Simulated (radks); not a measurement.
The carbon ion C2+ inside a hard spherical wall (all orbitals vanish at R), configuration held at [He] 2s2 and not refilled when levels cross. Method: scalar-relativistic Kohn-Sham, r2SCAN, spin-polarised, spherical densities, finite nucleus; meta-GGA in the generalised Kohn-Sham scheme; Fermi nuclear charge, rms radius 2.4702 fm; computed with a radial shooting solver on a logarithmic mesh with Libxc functionals. Eigenvalues in eV for spin up, with the zero of energy where the potential of the charges vanishes at infinity; a dash marks a level that is unbound or too diffuse for the functional's potential to be trusted. A positive occupied level is held by the wall or, in an anion where self-interaction has pushed it up, behind a barrier. The pressure on the wall is -dE/dV.

R (bohr)  E (hartree)  kinetic (hartree)    e(1s)    e(2s)  e(2p, empty)  e(3s, empty)  pressure (GPa)
free        -36.50428             36.454  -312.45  -40.686       -31.163             -               0
20          -36.50428             36.454  -312.45  -40.686       -31.163             -        < 0.0001
15          -36.50428             36.454  -312.45  -40.686       -31.163             -        < 0.0001
12          -36.50428             36.454  -312.45  -40.686       -31.163             -        < 0.0001
10          -36.50428             36.454  -312.45  -40.686       -31.163             -        < 0.0001
8           -36.50428             36.454  -312.45  -40.686       -31.163        -8.225        < 0.0001
7           -36.50428             36.454  -312.45  -40.686       -31.163        -7.937        0.000103
6           -36.50426             36.454  -312.45  -40.686       -31.161        -7.278         0.00297
4           -36.49903             36.507  -312.19  -40.497       -30.915         0.689            2.13
3.5         -36.48384             36.623  -311.66  -40.066       -30.401         8.253            10.4
2.5         -36.24010             37.822  -307.09  -35.029       -25.292        52.434             245
